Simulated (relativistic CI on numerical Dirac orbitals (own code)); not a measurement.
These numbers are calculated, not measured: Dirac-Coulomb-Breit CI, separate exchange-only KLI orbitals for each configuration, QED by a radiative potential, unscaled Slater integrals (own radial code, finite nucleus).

Configurations in the expansion (outside the closed core [Ar]): 3d¹⁰4s, 3d¹⁰4p, 3d¹⁰4d, 3d¹⁰4f, 3d¹⁰5s, 3d¹⁰5p, 3d¹⁰5d, 3d¹⁰5f, 3d¹⁰5g, 3d¹⁰6s, 3d¹⁰6p, 3d⁹4s², 3d¹⁰6d, 3d¹⁰6f, 3d¹⁰7s, 3d⁹4s4p, 3d¹⁰8s, 3d⁹4s4d, 3d⁹4s4f, 3d⁹4s5s, 3d⁹4s5p, 3d⁹4s5d, 3d⁹4s5f. Double excitations out of closed p, d and f shells are left out; levels of such configurations are missing from the list, as are those of other unlisted configurations, and high levels can miss mixing partners.

At this charge energies of transitions that change n are usually good to better than 1 %, and those within a shell (Δn = 0) to a few per cent.

Outline of the computed level scheme of Ru XVI. Lowest level of each configuration: 3d¹⁰4s ²S1/2 at 0.000 eV; 3d¹⁰4p ²P°1/2 at 32.926 eV; 3d¹⁰4d ²D3/2 at 92.156 eV; 3d¹⁰4f ²F°5/2 at 147.548 eV; 3d¹⁰5s ²S1/2 at 164.508 eV; 3d¹⁰5p ²P°1/2 at 179.155 eV; 3d¹⁰5d ²D3/2 at 205.280 eV; 3d¹⁰5f ²F°5/2 at 229.425 eV; 3d¹⁰5g ²G7/2 at 235.405 eV.

Some strong electric-dipole decays among the lowest 16 levels: 3d¹⁰5g ²G9/2 → 3d¹⁰4f ²F°7/2 (3.1e+11 s⁻¹); 3d¹⁰5g ²G7/2 → 3d¹⁰4f ²F°5/2 (3.0e+11 s⁻¹); 3d¹⁰5s ²S1/2 → 3d¹⁰4p ²P°3/2 (1.6e+11 s⁻¹); 3d¹⁰5p ²P°1/2 → 3d¹⁰4d ²D3/2 (8.4e+10 s⁻¹); 3d¹⁰5s ²S1/2 → 3d¹⁰4p ²P°1/2 (7.7e+10 s⁻¹); 3d¹⁰5p ²P°3/2 → 3d¹⁰4d ²D5/2 (7.2e+10 s⁻¹); 3d¹⁰4f ²F°7/2 → 3d¹⁰4d ²D5/2 (6.9e+10 s⁻¹); 3d¹⁰4f ²F°5/2 → 3d¹⁰4d ²D3/2 (6.7e+10 s⁻¹).

LS names give the leading component of a level, which can be under half, so a name can repeat, a term be missing and a line seem to break the LS rules.
